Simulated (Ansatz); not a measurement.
C3H12O7SiTi (`C[O][Ti]([O]C)([O]C)[O][Si](O)(O)O`), relaxed with RKS PBE0-D4/def2-TZVP in Ansatz from a PBE-D4/def2-SVP geometry. The force threshold is 0.005 eV/Å; the program also tests the step.

Total charge 0; spin multiplicity 1.

Start:

```xyz
24

C     2.639   -2.053   -0.949
O     1.722   -1.045   -0.651
Ti    0.197   -0.577    0.161
O    -0.412   -1.940    1.158
C    -0.702   -2.305    2.475
O     0.481    0.833    1.214
C     1.091    2.083    1.381
O    -1.063   -0.092   -1.093
Si   -1.674    1.299   -1.743
O    -0.877    1.546   -3.184
O    -3.336    1.167   -1.892
O    -1.417    2.662   -0.804
H     2.375   -3.011   -0.443
H     3.663   -1.763   -0.622
H     2.675   -2.240   -2.046
H    -0.064   -3.159    2.798
H    -0.533   -1.462    3.184
H    -1.765   -2.626    2.569
H     0.565    2.847    0.767
H     2.162    2.054    1.077
H     1.046    2.391    2.450
H    -1.105    2.391   -3.608
H    -3.624    0.270   -2.137
H    -2.045    2.731   -0.062
```

| step | energy (eV) | largest force (eV/Å) | largest move (Å) |
| --- | --- | --- | --- |
| 1 | -48620.2142 | 0.972 | 0.000 |
| 2 | -48620.3477 | 0.591 | 0.082 |
| 3 | -48620.3846 | 0.100 | 0.038 |
| 4 | -48620.3915 | 0.235 | 0.122 |
| 5 (rejected) | -48620.3842 | 0.273 | 0.151 |
| 6 | -48620.3957 | 0.054 | 0.076 |
| 7 | -48620.3967 | 0.026 | 0.026 |
| 8 | -48620.3971 | 0.019 | 0.029 |
| 9 | -48620.3974 | 0.028 | 0.041 |
| 10 | -48620.3977 | 0.027 | 0.041 |
| 11 | -48620.3979 | 0.034 | 0.030 |
| 14 | -48620.3985 | 0.047 | 0.034 |
| 17 | -48620.3989 | 0.029 | 0.040 |
| 20 | -48620.3992 | 0.046 | 0.056 |
| 23 | -48620.3996 | 0.084 | 0.033 |
| 26 | -48620.4005 | 0.126 | 0.084 |
| 29 | -48620.4023 | 0.171 | 0.059 |
| 32 | -48620.4071 | 0.259 | 0.119 |
| 35 | -48620.4137 | 0.142 | 0.010 |
| 38 | -48620.4161 | 0.017 | 0.045 |
| 41 | -48620.4170 | 0.024 | 0.031 |
| 44 | -48620.4173 | 0.011 | 0.019 |
| 47 | -48620.4174 | 0.006 | 0.010 |
| 48 | -48620.4174 | 0.003 | 0.006 |

End:

```xyz
24

C     2.137   -1.345   -1.446
O     1.420   -1.042   -0.291
Ti   -0.008   -0.507    0.606
O    -0.702   -1.817    1.606
C    -0.767   -2.414    2.860
O     0.464    0.863    1.640
C     1.351    1.928    1.782
O    -1.240    0.061   -0.620
Si   -1.503    1.056   -1.861
O    -0.375    0.689   -2.989
O    -3.043    0.890   -2.395
O    -1.318    2.641   -1.511
H     2.203   -2.431   -1.575
H     3.153   -0.945   -1.368
H     1.650   -0.908   -2.323
H    -0.049   -3.238    2.932
H    -0.550   -1.693    3.656
H    -1.771   -2.819    3.025
H     0.994    2.798    1.221
H     2.348    1.660    1.414
H     1.432    2.203    2.839
H    -0.329    1.282   -3.741
H    -3.418    0.011   -2.336
H    -2.079    3.078   -1.125
```

Run time 81 s (11 threads of an AMD EPYC 7R13 on a shared host and a whole NVIDIA H100 80 GB); peak host memory 1.4 GiB.
